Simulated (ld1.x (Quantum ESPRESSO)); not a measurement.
# What one change does to a pseudopotential (gadolinium (Gd), TM semilocal)

| Property | Result |
| --- | --- |
| Element | gadolinium (Gd) |
| Generator | ld1.x (Quantum ESPRESSO) 7.5 |
| Type | norm-conserving Troullier–Martins (semilocal form) |
| Functional | PBE |
| Relativity | non-relativistic |
| Frozen core | [Kr] 4d10 |
| Valence charge | 18 |
| Reference configuration | 4f7 5s2 5p6 5d1.5 6s1.5 6p0 |
| Partial waves | 5p (bound): rc 1.40 bohr; 5d (bound): rc 2.50 bohr; 4f (bound): rc 1.10 bohr; 5s (bound): rc 1.45 bohr |
| Local potential | the s channel |
| Core correction | none |

Occupied shells without a wave of their own: 6s. They enter only through the test configuration that unscreens the potential.

Change: wave 5p (bound): rc 1.40 bohr becomes 5p (bound): rc 0.94 bohr.

Cutoffs: the cutoffs (Ry, on a coarse ladder) from which the occupation-weighted sum of valence levels, in a spherical-Bessel basis at the reference potential, stays within 10 and 1 mRy of its value at 400 Ry; they do not see the model core or the augmentation charge, which bear on the density cutoff. Errors are all-electron minus pseudo energies relative to the spin-unpolarised reference configuration.

Question: What does the change do?

Answer: A bound ghost appears in p, which as a rule spoils a file; the number of tests that count goes from 6 to 7; of the 6 tests that both files solve, the error grows in 2 and shrinks in 0 by more than 15 % and 0.3 meV (median size 22.6 → 22.7 meV); the range in which the p phases agree narrows (upper end 1.2 → -1.3). A semilocal file is local in each channel, so a ghost entry of none says nothing of the separable form that plane-wave codes build from it.

| quantity | base | changed |
| --- | --- | --- |
| bound ghosts | none | p |
| tests counted (converged, no solver errors) | 6 of 7 | 7 of 7 |
| error for 4f7 5s2 5p6 5d1 6s2 6p0, meV [ΔE -0.32 eV] | +19 | +19 |
| error for 4f7 5s2 5p6 5d1 6s1 6p0, meV [ΔE 5.84 eV] | -26 | -26 |
| error for 4f7 5s2 5p6 5d1 6s0 6p0, meV [ΔE 17.16 eV] | -105 | -105 |
| error for 4f8 5s2 5p6 5d0 6s1 6p0, meV [ΔE -1.61 eV] | -249 | +986 |
| error for 4f7 5s2 5p6 5d2 6s1 6p0, meV [ΔE 0.47 eV] | -16 | -16 |
| error for 4f7 5s2 5p6 5d1 6s1.5 6p0, meV [ΔE 2.15 eV] | -0.1 | -0.4 |
| s: phases at 2.71 bohr within 0.05 rad from the reference energy up to (Ry; the scan ends near 5) | 0.3 | 0.3 |
| p: phases at 2.71 bohr within 0.05 rad from the reference energy up to (Ry; the scan ends near 5) | 1.2 | -1.3 |
| d: phases at 2.71 bohr within 0.05 rad from the reference energy up to (Ry; the scan ends near 5) | 2.9 | 2.9 |
| f: phases at 2.71 bohr within 0.05 rad from the reference energy up to (Ry; the scan ends near 5) | 1.7 | 1.7 |

Base: Tests not counted: 4f7 5s2 5p6 5d1 6s0 6p2 (solver errors, printed error -11.8 eV). These tests converged, but a pseudo level misses the all-electron one widely, so the file describes the atom poorly there or has found another state: 4f8 5s2 5p6 5d0 6s1 6p0: empty 6p by 3.8 eV; 4f7 5s2 5p6 5d1 6s1.5 6p0: empty 6p by 2.5 eV. The 6s level has no wave, so the channel is fitted at the deeper level alone: the likely source of the large errors. Changed file: These tests converged, but a pseudo level misses the all-electron one widely, so the file describes the atom poorly there or has found another state: 4f7 5s2 5p6 5d1 6s0 6p0: empty 6p by 3.2 eV. ld1.x printed “convergence not achieved” for 7 of the counted tests; their residual had stalled under 1e-8, short of the target of 1e-14. The 6s level has no wave, so the channel is fitted at the deeper level alone: the likely source of the large errors. A true bound ghost makes a file unfit for plane-wave use even where its test errors are small: the radial tests pick states by their node count and pass the ghost by.
